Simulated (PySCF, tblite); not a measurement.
Isomers of [C8H5Cl]+ (charge +1 and doublet state), one GFN2-xTB conformer each. Single-point energies are computed at B3LYP/pcH-1 (PySCF, gas phase, no added dispersion term), electronic only. GFN2-xTB treats the open shell by occupation alone, and not every SCF solution was tested for stability.

```tsv
SMILES	GFN2-xTB relative energy (kcal/mol)
[CH+]=[C]c1cccc(Cl)c1	1.5
[CH+]=[C]c1ccccc1Cl	0.0
```

Problem. What does B3LYP/pcH-1 give for the same structures?

Solution. 
| SMILES | B3LYP/pcH-1 E (Eh) | B3LYP/pcH-1 (kcal/mol) | GFN2-xTB (kcal/mol) | point group |
| --- | --- | --- | --- | --- |
| [CH+]=[C]c1ccccc1Cl | -767.69789 | 0.0 | 0.0 | Cs |
| [CH+]=[C]c1cccc(Cl)c1 | -767.69719 | 0.4 | 1.5 | Cs |

Both levels put the same isomer lowest. Neighbours under 5.0 kcal/mol apart ([CH+]=[C]c1ccccc1Cl and [CH+]=[C]c1cccc(Cl)c1) can change places with a better method, another conformer or zero-point energy.

Problem. What happens when harmonic zero-point energies from GFN2-xTB frequencies are added?

Solution. 
| SMILES | ZPE (kcal/mol) | electronic (kcal/mol) | with ZPE (kcal/mol) |
| --- | --- | --- | --- |
| [CH+]=[C]c1ccccc1Cl | 59.7 | 0.0 | 0.0 |
| [CH+]=[C]c1cccc(Cl)c1 | 59.6 | 0.4 | 0.3 |

The zero-point energies span 0.1 kcal/mol. The order is unchanged.
